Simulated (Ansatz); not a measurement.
A nudged elastic band was laid between two geometries of Cl2H2O2Zr + H2 (9 atoms, charge 0, multiplicity 1).

These are results of Ansatz, RKS PBE-D4/def2-SVP, not measurements.

| Item | Value |
| --- | --- |
| movable images | 5 |
| climbing image | yes |
| spring | 5.0 eV/Å² |
| optimiser | quadratic models (default) |
| start path | through a guess of the saddle point |
| force threshold | 0.03 eV/Å |
| iteration limit | 60 |
| end points | relaxed |

Image 0:

```xyz
9
Properties=species:S:1:pos:R:3
Zr -0.245 -0.322 -0.090
O -0.172 -0.013 1.795
H -0.232 -0.003 2.760
Cl 1.961 -0.608 -0.914
Cl -1.309 1.523 -1.137
O -1.247 -1.898 -0.468
H -1.769 -2.706 -0.568
H 1.643 2.790 1.924
H 1.222 2.148 1.969
```

Image 6:

```xyz
9
Properties=species:S:1:pos:R:3
Zr 0.262 0.022 -0.067
O -0.544 0.698 2.045
H -1.016 1.545 1.884
Cl 1.634 -0.053 -1.988
Cl -1.233 1.852 -0.598
O -0.390 -1.745 0.191
H -0.828 -2.607 0.142
H 1.717 0.285 1.088
H 0.250 0.914 2.575
```

Which bonds break or form, and what moves?

Bonds broken: H8–H9. Bonds formed: Zr1–H8, O2–H9. Cl2H2O2Zr + H2 becomes Cl2H4O2Zr.

Give the energies along the band, and the barrier.

The run converged. The highest image is number 5 of 0 to 6, 27.4 kcal/mol above the first end and 5.4 kcal/mol above the last; the last end lies 22.0 kcal/mol above the first. Beside the main top the profile has a ripple of under 15 meV (maxima at images 2, 5), which may be a very shallow well or noise. A vibrational analysis at the climbing image gives one clearly imaginary mode, 865i cm⁻¹: a first-order saddle point. The orbitals stay closed-shell, which can raise the energy where a bond breaks towards radicals; this wasn't checked here.

```json
{"image": "0", "path coordinate (Å)": "0.00", "energy (kcal/mol)": "0.0", "H8–H9 (Å)": "0.77", "Zr1–H8 (Å)": "4.16", "O2–H9 (Å)": "2.58"}
{"image": "1", "path coordinate (Å)": "1.80", "energy (kcal/mol)": "0.1", "H8–H9 (Å)": "0.77", "Zr1–H8 (Å)": "3.78", "O2–H9 (Å)": "3.68"}
{"image": "2", "path coordinate (Å)": "3.60", "energy (kcal/mol)": "0.2", "H8–H9 (Å)": "0.77", "Zr1–H8 (Å)": "3.93", "O2–H9 (Å)": "3.63"}
{"image": "3", "path coordinate (Å)": "5.40", "energy (kcal/mol)": "0.1", "H8–H9 (Å)": "0.77", "Zr1–H8 (Å)": "3.89", "O2–H9 (Å)": "3.93"}
{"image": "4", "path coordinate (Å)": "7.20", "energy (kcal/mol)": "1.9", "H8–H9 (Å)": "0.77", "Zr1–H8 (Å)": "3.01", "O2–H9 (Å)": "2.34"}
{"image": "5", "path coordinate (Å)": "9.00", "energy (kcal/mol)": "27.4", "H8–H9 (Å)": "1.07", "Zr1–H8 (Å)": "2.03", "O2–H9 (Å)": "1.22"}
{"image": "6", "path coordinate (Å)": "10.27", "energy (kcal/mol)": "22.0", "H8–H9 (Å)": "2.18", "Zr1–H8 (Å)": "1.88", "O2–H9 (Å)": "0.98"}
```

What is the geometry of the highest image?


```xyz
9
Properties=species:S:1:pos:R:3:forces:R:3
Zr 0.039 0.063 0.078 0.00 -0.01 0.00
O -0.489 0.740 2.083 0.01 0.00 0.00
H -0.783 1.663 2.212 0.00 0.01 0.00
Cl 1.758 0.255 -1.543 0.00 0.00 0.00
Cl -1.536 1.611 -0.810 0.00 0.00 0.00
O -0.540 -1.745 0.074 0.00 0.01 0.00
H -0.869 -2.612 -0.205 0.00 0.00 0.00
H 1.553 0.306 1.403 0.00 0.00 0.00
H 0.719 0.632 1.980 0.00 0.00 0.00
```

The band took 32 iterations and of the order of 15 core-minutes.

Run time: 4.1 min on 4 threads of Arm Neoverse V1 (shared host), peak memory 0.18 GiB.
